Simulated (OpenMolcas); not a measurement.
# Worked example: vertical energy of the triplet above the singlet of GaH2ClO (SMILES [OH][GaH][Cl])

GaH2ClO: 5 atoms, total charge 0, spin state singlet. SMILES: `[OH][GaH][Cl]`. Geometry: relaxed at PBE0-D4/def2-TZVP. This is one conformer, not always the lowest.

Both states at this one shape; open shells run unrestricted unless said. 1 Eh = 27.2114 eV.

| level | program | singlet GaH2ClO (Eh) | triplet GaH2ClO (Eh) |
| --- | --- | --- | --- |
| BLYP/def2-SVPD | OpenMolcas | -2461.176808 | -2460.964605 |
| revPBE/def2-SVPD | OpenMolcas | -2460.875984 | -2460.664615 |
| r2SCAN/def2-SVPD | OpenMolcas | -2461.054485 | -2460.833349 |
| B3LYP/def2-SVPD | OpenMolcas | -2461.191792 | -2460.964827 |

Q: Work out the vertical gap, second state less first, at each level.

A: 
1. BLYP/def2-SVPD: -2460.964605 − (-2461.176808) = 0.212203 Eh = 5.77 eV.
2. revPBE/def2-SVPD: -2460.664615 − (-2460.875984) = 0.211369 Eh = 5.75 eV.
3. r2SCAN/def2-SVPD: -2460.833349 − (-2461.054485) = 0.221136 Eh = 6.02 eV.
4. B3LYP/def2-SVPD: -2460.964827 − (-2461.191792) = 0.226965 Eh = 6.18 eV.

No measured value is set beside it here; the levels span 5.75 to 6.18 eV. All-electron rows are non-relativistic unless named.
